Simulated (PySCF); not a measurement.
PySCF input for C2H3Br, SMILES C(=C)Br, TDDFT-LC-ωPBE/def2-SVPD. Coordinates come from a PBE0-D3(BJ)/def2-TZVP optimisation.

```python
import numpy as np
from pyscf import gto, scf, dft, tdscf

mol = gto.M(
    atom='''
    C     0.30994053   -2.09590240    0.00000000
    C    -0.52150852   -1.07230384    0.00000000
    Br    0.04488866    0.72147862    0.00000000
    H     1.38529958   -1.97094427    0.00000000
    H    -0.08789653   -3.10447755    0.00000000
    H    -1.59909807   -1.16709242    0.00000000
    ''',
    basis='def2-SVPD',
    charge=0,
    spin=0,
    symmetry=True,
    max_memory=1600,
    verbose=4,
)
mf = dft.RKS(mol, xc='lc_wpbe').density_fit(auxbasis='def2-universal-jkfit')
mf.grids.level = 3
mf.conv_tol = 1e-9
mf.max_cycle = 100
mf.kernel()
mf.grids = dft.Grids(mol).set(level=1).build(with_non0tab=True)  # coarser grid for the response kernel
td = tdscf.TDDFT(mf)
td.singlet = True
td.nstates = 10
td.conv_tol = 1e-4
td.positive_eig_threshold = 1e-6
td.kernel(x0=td.get_init_guess(mf, 15))
td.analyze()
tt = tdscf.TDA(mf)
tt.singlet = False
tt.nstates = 4
tt.conv_tol = 1e-4
tt.positive_eig_threshold = 1e-6
tt.kernel(x0=tt.get_init_guess(mf, 9))
tt.analyze(verbose=3)
```

Program output:

```
PySCF version 2.14.0

[INPUT] verbose = 4
[INPUT] num. atoms = 6
[INPUT] num. electrons = 50
[INPUT] charge = 0
[INPUT] spin (= nelec alpha-beta = 2S) = 0
[INPUT] symmetry True subgroup None
[INPUT] Mole.unit = angstrom
[INPUT] Symbol           X                Y                Z      unit          X                Y                Z       unit  Magmom
[INPUT]  1 C      0.309940530000  -2.095902400000   0.000000000000 AA    0.585702716603  -3.960681519819   0.000000000000 Bohr   0.0
[INPUT]  2 C     -0.521508520000  -1.072303840000   0.000000000000 AA   -0.985508274427  -2.026360579919   0.000000000000 Bohr   0.0
[INPUT]  3 Br     0.044888660000   0.721478620000   0.000000000000 AA    0.084827273499   1.363396996529   0.000000000000 Bohr   0.0
[INPUT]  4 H      1.385299580000  -1.970944270000   0.000000000000 AA    2.617836806675  -3.724544877081   0.000000000000 Bohr   0.0
[INPUT]  5 H     -0.087896530000  -3.104477550000   0.000000000000 AA   -0.166100369000  -5.866612329361   0.000000000000 Bohr   0.0
[INPUT]  6 H     -1.599098070000  -1.167092420000   0.000000000000 AA   -3.021857398621  -2.205485035856   0.000000000000 Bohr   0.0

nuclear repulsion = 145.182865111001
point group symmetry = Cs
symmetry origin: [5.29123315e-09 7.55890515e-10 0.00000000e+00]
symmetry axis x: [1.000000e+00 8.558388e-11 0.000000e+00]
symmetry axis y: [-8.558388e-11  1.000000e+00  0.000000e+00]
symmetry axis z: [0. 0. 1.]
num. orbitals of irrep A' = 74
num. orbitals of irrep A" = 31
number of shells = 43
number of NR pGTOs = 173
number of NR cGTOs = 105
basis = def2-SVPD
ecp = {}


******** <class 'pyscf.df.df_jk.DFSymAdaptedRKS'> ********
method = DFSymAdaptedRKS
initial guess = minao
damping factor = 0
level_shift factor = 0
DIIS = <class 'pyscf.scf.diis.CDIIS'>
diis_start_cycle = 1
diis_space = 8
diis_damp = 0
SCF conv_tol = 1e-09
SCF conv_tol_grad = None
SCF max_cycles = 100
direct_scf = False
XC library pyscf.dft.libxc version 7.1.2
    S. Lehtola, C. Steigemann, M. J. T. Oliveira, and M. A. L. Marques,  SoftwareX 7, 1–5 (2018)
XC functionals = lc_wpbe
    O. A. Vydrov and G. E. Scuseria,  J. Chem. Phys. 125, 234109 (2006)
radial grids:
    Treutler-Ahlrichs [JCP 102, 346 (1995); DOI:10.1063/1.469408] (M4) radial grids

becke partition: Becke, JCP 88, 2547 (1988); DOI:10.1063/1.454033
pruning grids: <function nwchem_prune>
grids dens level: 3
symmetrized grids: True
atomic radii adjust function: <function treutler_atomic_radii_adjust>
small_rho_cutoff = 0
Freeze 0 electrons in irreps []
    50 free electrons in irreps A' A"
Set gradient conv threshold to 3.16228e-05
Initial guess from minao.
tot grids = 78088
Create RSH-DF object <pyscf.df.df.DF object> for omega=0.4
******** <class 'pyscf.df.df.DF'> ********
auxbasis = auxmol.basis = def2-universal-jkfit
init E= -2650.56362589859
HOMO (A") = -0.298380432605631  LUMO (A") = -0.0172363979438441  gap/eV = 7.65032
cycle= 1 E= -2651.34133812092  delta_E= -0.778  |g|= 0.298  |ddm|= 3.46
HOMO (A") = -0.377048667700473  LUMO (A") = 0.0409622876822207  gap/eV = 11.37466
cycle= 2 E= -2651.35381780195  delta_E= -0.0125  |g|= 0.242  |ddm|= 0.848
HOMO (A") = -0.370835823538741  LUMO (A") = 0.0677393714398793  gap/eV = 11.93424
cycle= 3 E= -2651.36722246051  delta_E= -0.0134  |g|= 0.0401  |ddm|= 0.37
HOMO (A") = -0.372945926033605  LUMO (A") = 0.0692376857070736  gap/eV = 12.03243
cycle= 4 E= -2651.36773216337  delta_E= -0.00051  |g|= 0.0146  |ddm|= 0.0788
HOMO (A") = -0.373365388773549  LUMO (A") = 0.0690850163608019  gap/eV = 12.03969
cycle= 5 E= -2651.36780266389  delta_E= -7.05e-05  |g|= 0.00333  |ddm|= 0.0454
HOMO (A") = -0.372738680837068  LUMO (A") = 0.0697110533102085  gap/eV = 12.03967
cycle= 6 E= -2651.36780940646  delta_E= -6.74e-06  |g|= 0.00117  |ddm|= 0.0132
HOMO (A") = -0.372937605668722  LUMO (A") = 0.069525303340078  gap/eV = 12.04003
cycle= 7 E= -2651.36781026877  delta_E= -8.62e-07  |g|= 0.000308  |ddm|= 0.0045
HOMO (A") = -0.372937608033198  LUMO (A") = 0.0695866311599067  gap/eV = 12.04170
cycle= 8 E= -2651.36781033488  delta_E= -6.61e-08  |g|= 0.000141  |ddm|= 0.000977
HOMO (A") = -0.372933816956391  LUMO (A") = 0.0695815546686607  gap/eV = 12.04146
cycle= 9 E= -2651.36781034139  delta_E= -6.5e-09  |g|= 2.03e-05  |ddm|= 0.000413
HOMO (A") = -0.372934538765545  LUMO (A") = 0.0695819075209569  gap/eV = 12.04149
cycle= 10 E= -2651.36781034171  delta_E= -3.26e-10  |g|= 6.43e-06  |ddm|= 8.43e-05
HOMO (A") = -0.372935052494764  LUMO (A") = 0.0695816381832124  gap/eV = 12.04149
Extra cycle  E= -2651.36781034176  delta_E= -4.64e-11  |g|= 2.47e-06  |ddm|= 1.94e-05
converged SCF energy = -2651.36781034176
tot grids = 25112
Overwritten attributes  positive_eig_threshold  of <class 'pyscf.tdscf.rks.TDDFT'>


******** <class 'pyscf.tdscf.rks.TDDFT'> for <class 'pyscf.df.df_jk.DFSymAdaptedRKS'> ********
nstates = 10 singlet
deg_eia_thresh = 1.000e-03
wfnsym = None
conv_tol = 0.0001
eigh lindep = 1e-12
eigh level_shift = 0
eigh max_cycle = 100


Excitation energies (eV)
[6.28160181 6.90372429 6.967875   7.327463   7.85730035 8.45160606
 8.55608461 8.66732849 8.80007533 8.94787584]

** Singlet excitation energies and oscillator strengths **
Excited State   1:   A"      6.28160 eV    197.38 nm  f=0.0002
      25 -> 27       -0.58736
      25 -> 31        0.29756
      25 -> 32       -0.20341
Excited State   2:   A'      6.90372 eV    179.59 nm  f=0.2663
      24 -> 27        0.12113
      25 -> 26       -0.68432
Excited State   3:   A'      6.96788 eV    177.94 nm  f=0.0097
      24 -> 27       -0.59164
      24 -> 31        0.27280
      24 -> 32       -0.18221
      25 -> 26       -0.13988
Excited State   4:   A"      7.32746 eV    169.20 nm  f=0.0010
      24 -> 26       -0.69466
Excited State   5:   A"      7.85730 eV    157.79 nm  f=0.0043
      25 -> 28       -0.64862
      25 -> 29        0.10169
      25 -> 31        0.12877
      25 -> 32        0.13654
Excited State   6:   A"      8.45161 eV    146.70 nm  f=0.0012
      22 -> 26        0.51074
      23 -> 27        0.13430
      25 -> 29        0.37676
      25 -> 31        0.14565
Excited State   7:   A"      8.55608 eV    144.91 nm  f=0.0000
      22 -> 26        0.45439
      25 -> 28       -0.11001
      25 -> 29       -0.47448
      25 -> 31       -0.13296
Excited State   8:   A'      8.66733 eV    143.05 nm  f=0.0948
      23 -> 26       -0.10115
      24 -> 27       -0.13214
      24 -> 28        0.56296
      24 -> 31       -0.32628
      24 -> 32       -0.16759
Excited State   9:   A"      8.80008 eV    140.89 nm  f=0.1037
      23 -> 27       -0.11275
      23 -> 28        0.19645
      25 -> 27       -0.23124
      25 -> 29        0.27820
      25 -> 31       -0.50088
      25 -> 33        0.19197
Excited State  10:   A"      8.94788 eV    138.56 nm  f=0.0095
      23 -> 27        0.52501
      23 -> 31       -0.31602
      23 -> 32        0.19073
      25 -> 29       -0.13324
      25 -> 32       -0.14060

** Transition electric dipole moments (AU) **
state          X           Y           Z        Dip. S.      Osc.
  1        -0.0000      0.0000     -0.0366      0.0013      0.0002
  2        -0.3186      1.2135      0.0000      1.5742      0.2663
  3        -0.1017      0.2155      0.0000      0.0568      0.0097
  4        -0.0000      0.0000      0.0753      0.0057      0.0010
  5         0.0000     -0.0000      0.1494      0.0223      0.0043
  6        -0.0000      0.0000      0.0770      0.0059      0.0012
  7        -0.0000      0.0000      0.0026      0.0000      0.0000
  8        -0.5869      0.3194     -0.0000      0.4465      0.0948
  9        -0.0000     -0.0000     -0.6935      0.4810      0.1037
 10        -0.0000      0.0000     -0.2086      0.0435      0.0095

** Transition velocity dipole moments (imaginary part, AU) **
state          X           Y           Z        Dip. S.      Osc.
  1         0.0000     -0.0000     -0.0203      0.0004      0.0012
  2        -0.0769      0.3066     -0.0000      0.0999      0.2625
  3        -0.0334      0.0565      0.0000      0.0043      0.0112
  4         0.0000     -0.0000      0.0179      0.0003      0.0008
  5        -0.0000      0.0000      0.0302      0.0009      0.0021
  6         0.0000      0.0000      0.0258      0.0007      0.0014
  7         0.0000      0.0000      0.0058      0.0000      0.0001
  8        -0.1847      0.1023     -0.0000      0.0446      0.0933
  9         0.0000      0.0000     -0.2442      0.0596      0.1229
 10        -0.0000     -0.0000     -0.0703      0.0049      0.0100

** Transition magnetic dipole moments (imaginary part, AU) **
state          X           Y           Z
  1        -0.3580      0.0380      0.0000
  2        -0.0000     -0.0000      0.7399
  3        -0.0000      0.0000      0.6780
  4         0.0797      0.6264      0.0000
  5        -1.0423      0.0975      0.0000
  6         0.6582     -0.8531      0.0000
  7         0.8208     -0.5657      0.0000
  8        -0.0000      0.0000     -0.8054
  9        -0.0905     -0.0899     -0.0000
 10         0.4169     -0.0965      0.0000
Overwritten attributes  positive_eig_threshold  of <class 'pyscf.tdscf.rks.TDA'>


******** <class 'pyscf.tdscf.rks.TDA'> for <class 'pyscf.df.df_jk.DFSymAdaptedRKS'> ********
nstates = 4 triplet
deg_eia_thresh = 1.000e-03
wfnsym = None
conv_tol = 0.0001
eigh lindep = 1e-12
eigh level_shift = 0
eigh max_cycle = 100


Excitation energies (eV)
[4.10931339 5.68127262 6.16533644 7.1694914 ]

** Triplet excitation energies and oscillator strengths **
Excited State   1:   A'      4.10931 eV    301.72 nm  f=0.0000
Excited State   2:   A"      5.68127 eV    218.23 nm  f=0.0000
Excited State   3:   A'      6.16534 eV    201.10 nm  f=0.0000
Excited State   4:   A"      7.16949 eV    172.93 nm  f=0.0000
```

The calculation finished and met its thresholds.
